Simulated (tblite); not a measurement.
Species: C6H10O3.
SMILES with atom numbers: `[CH3:1][O:2][C:3](=[O:4])[O:5][CH:6]1[CH2:7][CH2:8][CH2:9]1` (hydrogens: H10, H11, H12 on C1; H13 on C6; H14, H15 on C7; H16, H17 on C8; H18, H19 on C9)

Computed geometry: GFN2-xTB, gas phase.

Question: List the bond lengths, angles and torsions at this level.

Answer: 
| bond | length (bohr) |
| --- | --- |
| C1–O2 | 2.687 |
| O2–C3 | 2.523 |
| C3=O4 | 2.265 |
| C3–O5 | 2.511 |
| O5–C6 | 2.692 |
| C6–C7, C6–C9 | 2.902 |
| C7–C8, C8–C9 | 2.904 |
| C1–H10, C1–H11, C1–H12 | 2.060 |
| C6–H13 | 2.065 |
| C7–H14, C9–H18 | 2.054 |
| C7–H15, C9–H19 | 2.054 |
| C8–H16 | 2.054 |
| C8–H17 | 2.055 |

Bonds in one row agree within 0.02 bohr and their mean is given. A selection of angles:
| angle | degrees |
| --- | --- |
| C1–O2–C3 | 116.0 |
| O2–C3–O4 | 125.3 |
| O2–C3–O5 | 108.2 |
| O4–C3–O5 | 126.5 |
| C3–O5–C6 | 117.8 |
| O5–C6–C7 | 114.8 |
| O5–C6–C9 | 114.1 |
| C7–C6–C9 | 89.5 |
| C6–C7–C8 | 89.1 |
| C7–C8–C9 | 89.4 |

Torsions: C1–O2–C3–O4 1° (synperiplanar); O2–C3–O5–C6 -179° (antiperiplanar); C3–O5–C6–C7 -125° (anticlinal); O5–C6–C7–C8 -129° (anticlinal); C6–C7–C8–C9 13° (synperiplanar); C7–C8–C9–C6 -13° (synperiplanar); O5–C6–C9–C8 130° (anticlinal). The mirror-image conformer, all signs reversed, is as good.

O5 (oxygen singly bound to a carbonyl carbon) is bent (angle 117.8°). All 4 C–C bonds measure 1.535 to 1.537 Å. The 5 C–O bonds span 1.199 Å (C3=O4, drawn double) to 1.424 Å (O5–C6, drawn single), a spread of 0.225 Å. Of the pairs four or more bonds apart, O4···H13 is among the closest relative to their van der Waals radii: 2.25 Å, 83 % of the sum of Bondi's values. The 4-membered ring C6–C7–C8–C9 has internal angles of 89.1° to 89.5° (sum 357°, against 360° for a flat polygon); it is puckered, 0.09 Å rms from its mean plane, widest ring torsion 13°.

GFN2-xTB frequencies show an imaginary mode (34i cm⁻¹), so the point is no minimum at that level.

The run took 1.4 s wall on AMD EPYC, one thread, shared host with 64 logical CPUs at a one-minute load of 32. This is the geometry optimisation.
